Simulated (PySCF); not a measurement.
Input for PySCF: D3(BJ) and D4 dispersion corrections on ClH7Si2 (a complex), monomers drawn apart or pushed together.

```python
from pyscf import gto
from pyscf.dispersion import dftd3, dftd4

mol = gto.M(
    atom='''
    Cl    1.04904831    0.64379955   -0.35193283
    H    -0.00385700    0.90673945    0.33811639
    Si    0.51682261   -0.88170618    4.82632957
    Si   -1.56649811    0.17756676    4.62496834
    H     1.61028244    0.08591511    4.58123244
    H     0.61818868   -2.00115713    3.86274018
    H     0.64363930   -1.41636366    6.20431303
    H    -1.68379216    1.30399673    5.58128280
    H    -2.67345109   -0.77835847    4.86568379
    H    -1.75136274    0.73555105    3.25670791
    ''',
    basis='def2-svp',
    charge=0, spin=0, verbose=0, max_memory=1800)
d3, d4 = {}, {}
for xc in ['hf', 'pbe', 'blyp', 'revpbe', 'tpss', 'r2scan', 'b3lyp', 'pbe0', 'bhlyp', 'camb3lyp', 'b2plyp']:
    d3[xc] = float(dftd3.DFTD3Dispersion(mol, xc=xc, version='d3bj', atm=False).get_dispersion()['energy'])
    print(f'D3(BJ) {xc:10s} {d3[xc]:14.8f} Eh')
for xc in ['hf', 'pbe', 'blyp', 'revpbe', 'tpss', 'r2scan', 'b3lyp', 'pbe0', 'bhlyp', 'camb3lyp', 'b2plyp']:
    d4[xc] = float(dftd4.DFTD4Dispersion(mol, xc={'camb3lyp': 'cam-b3lyp'}.get(xc, xc), atm=True).get_dispersion()['energy'])
    print(f'D4     {xc:10s} {d4[xc]:14.8f} Eh')
```

Program output:

```
D3(BJ) hf            -0.04701621 Eh
D3(BJ) pbe           -0.00583428 Eh
D3(BJ) blyp          -0.01271403 Eh
D3(BJ) revpbe        -0.01389961 Eh
D3(BJ) tpss          -0.00752623 Eh
D3(BJ) r2scan        -0.00180587 Eh
D3(BJ) b3lyp         -0.01054221 Eh
D3(BJ) pbe0          -0.00528442 Eh
D3(BJ) bhlyp         -0.00877652 Eh
D3(BJ) camb3lyp      -0.00514478 Eh
D3(BJ) b2plyp        -0.00522837 Eh
D4     hf            -0.01748720 Eh
D4     pbe           -0.00528669 Eh
D4     blyp          -0.01128352 Eh
D4     revpbe        -0.01481973 Eh
D4     tpss          -0.00707102 Eh
D4     r2scan        -0.00141942 Eh
D4     b3lyp         -0.00846422 Eh
D4     pbe0          -0.00453724 Eh
D4     bhlyp         -0.00685883 Eh
D4     camb3lyp      -0.00466409 Eh
D4     b2plyp        -0.00369958 Eh
```

The run finished.

Cost: roughly 0.010 core-seconds.
